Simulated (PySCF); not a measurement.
Electron correlation in Si (silicon, neutral)

[Ne] 3s1 3p2 4s1, high-spin 5P determinant (an excited configuration). Computed with PySCF 2.14 in aug-cc-pCVTZ-DK with one added diffuse shell each of s, p, d, f type (9s8p6d4f, 91 functions), with the spin-free X2C one-electron Hamiltonian (Gaussian nucleus). Frozen: [Ne]; 4 electrons correlated.

| level | correlation energy (mhartree) |
| --- | --- |
| CCSD | -22.58 |
| (T) | -0.39 |
| CCSD(T) | -22.97 |

Diagnostics: T1 = 0.020, D1 = 0.0569, largest double amplitude 0.036.

The outer electron is Rydberg-like, and this basis confines it to a smaller radius and binds it less than a complete one would.

Cost of the coupled-cluster step: roughly 13 core-seconds, for 4 correlated electrons.

Iterations:

```
CC2 = 0
CCSD nocc = (np.int64(4), np.int64(0)), nmo = (86, 86)
frozen orbitals [[0, 1, 2, 3, 4], [0, 1, 2, 3, 4]]
max_cycle = 100
direct = 0
conv_tol = 1e-08
conv_tol_normt = 1e-06
diis_space = 8
diis_start_cycle = 0
Init t2, MP2 energy = -0.0149826625758731
Init E_corr(UCCSD) = -0.0149826625787317
cycle = 1  E_corr(UCCSD) = -0.0196214780206099  dE = -0.00463881544  norm(t1,t2) = 0.0403214
cycle = 2  E_corr(UCCSD) = -0.0212873714344001  dE = -0.00166589341  norm(t1,t2) = 0.0205132
cycle = 3  E_corr(UCCSD) = -0.0226251705619211  dE = -0.00133779913  norm(t1,t2) = 0.0118974
cycle = 4  E_corr(UCCSD) = -0.0224855444882306  dE = 0.000139626074  norm(t1,t2) = 0.00442742
cycle = 5  E_corr(UCCSD) = -0.0225753583863156  dE = -8.98138981e-05  norm(t1,t2) = 0.00285618
cycle = 6  E_corr(UCCSD) = -0.0225631910278952  dE = 1.21673584e-05  norm(t1,t2) = 0.00113783
cycle = 7  E_corr(UCCSD) = -0.022588304871836  dE = -2.51138439e-05  norm(t1,t2) = 0.000301331
cycle = 8  E_corr(UCCSD) = -0.0225785057051528  dE = 9.79916668e-06  norm(t1,t2) = 0.000136486
cycle = 9  E_corr(UCCSD) = -0.0225797727572551  dE = -1.2670521e-06  norm(t1,t2) = 7.17348e-05
cycle = 10  E_corr(UCCSD) = -0.0225815205226091  dE = -1.74776535e-06  norm(t1,t2) = 0.000120105
cycle = 11  E_corr(UCCSD) = -0.0225813319837417  dE = 1.88538867e-07  norm(t1,t2) = 1.06894e-05
cycle = 12  E_corr(UCCSD) = -0.0225812187880749  dE = 1.13195667e-07  norm(t1,t2) = 3.54498e-06
cycle = 13  E_corr(UCCSD) = -0.0225812040226838  dE = 1.47653911e-08  norm(t1,t2) = 1.17086e-06
cycle = 14  E_corr(UCCSD) = -0.0225812229307044  dE = -1.89080206e-08  norm(t1,t2) = 6.62346e-07
cycle = 15  E_corr(UCCSD) = -0.0225812281758066  dE = -5.24510214e-09  norm(t1,t2) = 2.78334e-07
UCCSD converged
E(UCCSD) = -289.1709841240868  E_corr = -0.02258122817580657
UCCSD(T) correction = -0.000389226681211679
```
